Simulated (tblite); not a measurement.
Compound: C₄H₁₁PSi.
SMILES with atom numbers: `[CH3:1][CH2:2][C@@H:3]1[PH:4][C@H:5]1[SiH3:6]` (hydrogens: H7, H8, H9 on C1; H10, H11 on C2; H12 on C3; H13 on P4; H14 on C5; H15, H16, H17 on Si6)

Geometry (GFN2-xTB, Å), atoms numbered from 1 in this order:
```
atom  x, y, z in Å
C1     2.0342   -0.4062   -0.7654
C2     1.5112    0.1187    0.5692
C3     0.1201    0.6811    0.4053
P4    -1.0049    0.9475    1.8468
C5    -1.0651   -0.2403    0.4101
Si6   -2.4250   -0.0302   -0.8805
H7     3.0320   -0.8225   -0.6463
H8     2.0798    0.3983   -1.4962
H9     1.3769   -1.1821   -1.1521
H10    2.1834    0.8943    0.9455
H11    1.4943   -0.6937    1.3011
H12    0.0740    1.4916   -0.3195
H13   -0.3187    0.0698    2.7010
H14   -0.8433   -1.2635    0.7000
H15   -2.6091    1.3951   -1.1524
H16   -3.6633   -0.6250   -0.3793
H17   -1.9836   -0.7209   -2.0972
```

Computed with GFN2-xTB (tblite): harmonic, unscaled wavenumbers at the GFN2-xTB geometry, gas phase. The method is semi-empirical: single wavenumbers can be off by several per cent or more. Modes of hydrogen on phosphorus and silicon can be 10 to 20 % off. One conformer, not necessarily the lowest.

Harmonic wavenumbers (cm⁻¹): 70.0, 82.3, 103.8, 186.0, 203.0, 240.7, 340.7, 365.4, 511.8, 536.9, 620.3, 676.6, 706.3, 767.7, 778.6, 786.2, 800.5, 850.9, 892.8, 927.9, 972.3, 1023.4, 1051.3, 1090.1, 1107.7, 1170.5, 1210.3, 1250.8, 1306.4, 1359.3, 1411.3, 1485.3, 1498.0, 1504.0, 2215.2, 2234.8, 2271.6, 2274.7, 2952.2, 2965.9, 2983.1, 2993.8, 3031.3, 3032.6, 3037.1.

A = 2696, B = 1602, C = 1078 MHz; mass 118.037 u (most abundant isotopes); point group C1, symmetry number 1.

Zero-point energy?

½Σν̃ = 28941 cm⁻¹ = 82.75 kcal/mol.

What is S at 298.15 K and 1 bar for an ideal gas of classical rigid rotors and harmonic oscillators?

Translation 40.24, rotation 28.63, vibration 24.04: S = 92.9 cal/(mol K).

And Cp and H(298.15 K) − H(0)?

Cp = 34.63 cal/(mol K), of which vibrations give 26.68 (their classical limit is 45 R = 89.4); H(298.15 K) − H(0) = 6.25 kcal/mol without the zero-point energy, 3.88 from vibrations.

What must be added to the electronic energy to get the Gibbs energy at 298.15 K and 1 bar?

ZPE + [H(298.15 K) − H(0)] − T·S = 82.75 + 6.25 − 27.70 = 61.30 kcal/mol.

Which modes carry the vibrational entropy at 298.15 K?

70.0 cm⁻¹: 4.15; 82.3 cm⁻¹: 3.84; 103.8 cm⁻¹: 3.38; 186.0 cm⁻¹: 2.27; 203.0 cm⁻¹: 2.11; 240.7 cm⁻¹: 1.80 cal/(mol K); the other 39 give 6.50 together.

How do the functions run with temperature in this model?

```csv
T (K),S (cal/(mol K)),Cp (cal/(mol K)),H − H(0) (kcal/mol),G − H(0) (kcal/mol),ln q(vib)
50,56.8,12.2,0.47,-2.37,0.30
100,66.8,17.0,1.21,-5.47,1.25
373.15,101.4,41.5,9.11,-28.73,7.20
500,115.0,51.3,15.02,-42.47,10.02
750,138.6,64.9,29.67,-74.25,15.47
1000,158.5,73.9,47.10,-111.45,20.59
```

q(vib) and H(0) count from the zero-point level.

Hindered rotation and anharmonicity are outside this model. Other conformers, if any are populated, would add a mixing term that is left out. The structure is chiral; the term R ln 2 for an equal mix with its mirror image is left out.
